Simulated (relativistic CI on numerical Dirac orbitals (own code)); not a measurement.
# Radial parameters of Ne7+

Method of calculation: Dirac-Coulomb-Breit CI, orbitals from a KLI potential per configuration, a model potential for QED, unscaled Slater integrals (own radial code, finite nucleus).

Slater integrals F^k, G^k are unscaled and averaged over j, outside the closed core 1s2; ζ comes from projecting the Hamiltonian with its Breit term on Σ l·s of the shell.

- 2p: ζ(2p) = 1079.6 cm⁻¹; <r>(2p) = 0.6051, <r^2>(2p) = 0.4419 (bohr units).
- 3p: ζ(3p) = 313.26 cm⁻¹; <r>(3p) = 1.531, <r^2>(3p) = 2.71 (bohr units).
- 3d: ζ(3d) = 58.698 cm⁻¹; <r>(3d) = 1.311, <r^2>(3d) = 1.964 (bohr units).

Averages of the first 10 configurations, taken without configuration mixing, which lowers the lowest level and can move excited configurations by several eV; other configurations of the list can lie among them:

| Configuration | Parity | States | Average energy above the lowest level (eV) |
| --- | --- | --- | --- |
| 2s | even | 2 | 0.0 |
| 2p | odd | 6 | 16.1 |
| 3s | even | 2 | 136.3 |
| 3p | odd | 6 | 140.7 |
| 3d | even | 10 | 142.1 |
| 4s | even | 2 | 182.1 |
| 4p | odd | 6 | 183.9 |
| 4f | odd | 14 | 184.5 |
| 4d | even | 10 | 184.5 |
| 5s | even | 2 | 202.9 |
